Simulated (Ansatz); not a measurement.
Isomers of C3H6OSe, relaxed with PBE0-D4/def2-TZVP in Ansatz; electronic energies, one conformer each and not always the lowest. Functionals use def2-TZVPP; CBS adds triple-zeta CCSD(T) − MP2 to the MP2 limit of def2-TZVPP and def2-QZVPP.

Outer-core shells of Se are correlated without core-valence functions. Scalar relativity is left out up to krypton. Spin–orbit coupling is left out.

Question: Order them by energy at frozen-core CCSD(T)/CBS, lowest first. (An estimate is asked.)
A. `CC1OC[Se]1`
B. `C[Se]C(C)=O`
C. `OC1CC[Se]1`

Answer: B (0.0 kcal/mol), C (13.8 kcal/mol), A (25.1 kcal/mol).

Question: How do PBE-D4, MP2/CBS(def2), ωB97M-V, r2SCAN-D4 place them (kcal/mol, against `C[Se]C(C)=O`)? (Estimate.)

Answer: Computed: 
```csv
isomer,PBE-D4,MP2/CBS(def2),ωB97M-V,r2SCAN-D4
`OC1CC[Se]1`,17.7,13.0,14.9,18.9
`CC1OC[Se]1`,28.7,25.5,25.5,29.8
```
